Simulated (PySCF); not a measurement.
# How the method changes the constants of KH⁻

State: ²Σ⁺ (doublet), unpaired electrons σ ↑. Set-up: PySCF, no relativity, basis sets K aug-pcseg-1, H aug-pcseg-1. De refers to K + H⁻ in their ground configurations, without counterpoise correction. The functionals are run spin-unrestricted. A positive dipole points towards H; it is taken about the centre of mass and depends on that origin.

```
      Level  Re (Å)  ωe (cm⁻¹)  De (eV)  μ (D)  CPU s a point (SCF and correlation, without the integrals)
    UHF-MP2   2.433        748      n/a    n/a                                                        0.11
UHF-SCS-MP2   2.439        744      n/a    n/a                                                         n/a
   UHF-CCSD   2.458        713     1.39    n/a                                                         n/a
UHF-CCSD(T)   2.455        713     1.41    n/a                                                         1.7
        LDA   2.343        789     1.53   1.91                                                        0.26
        PBE   2.380        764     1.49   2.33                                                        0.38
     PBEsol   2.361        777     1.53   2.57                                                        0.25
     r²SCAN   2.396        769     1.50   1.81                                                         0.6
       PBE0   2.379        786     1.52   2.29                                                        0.57
       MN15   2.409        734     1.34  -1.78                                                         1.2
  CAM-B3LYP   2.387        782     1.42   1.54                                                        0.58
```

The bond length runs from 2.343 Å (LDA) to 2.458 Å (UHF-CCSD). De spans 1.34 eV (MN15, hybrid meta-GGA) to 1.53 eV (LDA, local density).

Correlated steps freeze 5 core orbitals. Correlated levels converge slowly with the basis: in double zeta they bind strong bonds too weakly, by up to about 1 eV, and carry superposition errors of some tenths. For an ion De counts to the pair picked by the measured ionisation energies or electron affinities, which need not be the lowest pair at this level. The highest Kohn–Sham level is positive in this anion. Much of that is self-interaction error, but it also means that the finite basis helps to hold the extra electron. The state is the lowest determinant that a PBE0 search found; another state may lie lower at other levels.

The whole job (state search and all levels along the bond) took about 1.3 min on 1 thread of Arm Neoverse V2 (shared host), peak memory 0.49 GiB.
